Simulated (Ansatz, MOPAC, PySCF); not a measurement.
Molecule: SnF3 (charge 0, doublet). SMILES: [F][Sn]([F])[F]
Geometry: optimised at B3LYP-D3(BJ)/def2-TZVP (Ansatz, a quantum-chemistry and plane-wave program).

Property: size of the dipole moment, in D. Terms: no spin-orbit coupling; no dispersion term unless named; 6-31G* and kin with 6d, 5d where marked; def2 sets with scalar-relativistic core potentials past Kr; LANL2DZ with its own core potentials from Na on; STO-3G and 3-21G all-electron and non-relativistic; open shells spin-unrestricted. Ab initio and DFT rows: single points at B3LYP-D3(BJ) geometries (Ansatz). Semi-empirical rows: dipoles at the shared geometry.

```
level                                    program  size of the dipole moment (D)
---------------------------------------  -------  -----------------------------
PM6                                        MOPAC                           4.74
PBE/STO-3G                                Ansatz                           0.30
PBE/3-21G                                 Ansatz                           2.04
PBE/LANL2DZ                               Ansatz                           3.34
PBE/6-31G* with LANL2DZ past Ar           Ansatz                           2.68
BP86/def2-SVP                              PySCF                           2.67
BP86/6-31G* with LANL2DZ past Ar (5d)      PySCF                           2.71
B3LYP/STO-3G                              Ansatz                           0.74
B3LYP/3-21G                               Ansatz                           2.47
B3LYP/def2-SVP                            Ansatz                           3.00
B3LYP/6-31G* with LANL2DZ past Ar         Ansatz                           3.10
PBE0/6-31G* with LANL2DZ past Ar          Ansatz                           3.20
M06-2X/6-31G* with LANL2DZ past Ar (5d)    PySCF                           3.39
```

No value to compare with is used here. The 13 habitual levels span 0.30 (PBE/STO-3G) to 4.74 D (PM6).

The levels are drawn from those run, B3LYP/6-31G* more often than the rest, none by its result; runs whose electronic state is in doubt are left out.
